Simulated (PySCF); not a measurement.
Energy of Ir²⁺ (iridium, charge +2) between two integer charges

The 5d beta orbital of [Xe] 4f14 5d7 is emptied in steps (occupation f), with all orbitals relaxed, ending at [Xe] 4f14 5d6. All numbers are calculated (PySCF 2.14, scalar relativity through the core potential, in aug-cc-pVTZ-PP with ECP60MDF (6s6p5d3f2g, 88 functions)). The exact energy is a straight line in f; departures are measured from the line between the end points of the same method.

Among UHF, LDA, PBE, which shows the largest delocalisation error (convex curve), and which is closest to linear?

Most convex: LDA (-1.423 eV at f = 0.4); closest to linear: UHF (0.290 eV).

```json
{"f": "1", "UHF (eV)": "0.000", "LDA (eV)": "0.000", "PBE (eV)": "0.000"}
{"f": "0.8", "UHF (eV)": "0.204", "LDA (eV)": "-0.940", "PBE (eV)": "-0.918"}
{"f": "0.6", "UHF (eV)": "0.297", "LDA (eV)": "-1.417", "PBE (eV)": "-1.382"}
{"f": "0.4", "UHF (eV)": "0.290", "LDA (eV)": "-1.423", "PBE (eV)": "-1.385"}
{"f": "0.2", "UHF (eV)": "0.188", "LDA (eV)": "-0.952", "PBE (eV)": "-0.925"}
{"f": "0", "UHF (eV)": "0.000", "LDA (eV)": "0.000", "PBE (eV)": "0.000"}
```

```csv
method,E(f=0) − E(f=1) (eV),−ε at f=1 (eV),−ε at f=0.4 (eV)
UHF,27.433,28.744,27.155
LDA,29.505,23.658,30.663
PBE,29.296,23.581,30.435
```

Reference removal energy between the ground levels: 28 ± 1.6 eV (theoretical estimate listed by NIST; NIST Atomic Spectra Database, ionization energies). The calculation has no spin-orbit coupling. The determinant left behind need not be the lowest term of the ion. UHF lacks correlation.
